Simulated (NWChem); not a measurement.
Molecule: CH3ClMoO2; SMILES [CH3][Mo](=[O])(=[O])[Cl]

Not confirmed as a minimum by frequencies. def2 effective core potentials on Mo; no spin-orbit coupling.

### Question
Give the equilibrium geometry at PBE0/def2-SVP with def2 effective core potentials on Mo (NWChem) as a Z-matrix, with the point group.

### Answer
point group Cs; any orientation.
```
Mo
O 1 1.6664
O 1 1.6664 2 108.22
C 1 2.0895 2 105.42 3 -112.41
H 4 1.1010 1 110.82 2 57.18
H 4 1.1025 5 109.20 1 119.64
H 4 1.1025 5 109.20 6 120.71
Cl 1 2.2709 2 113.33 3 126.58
```
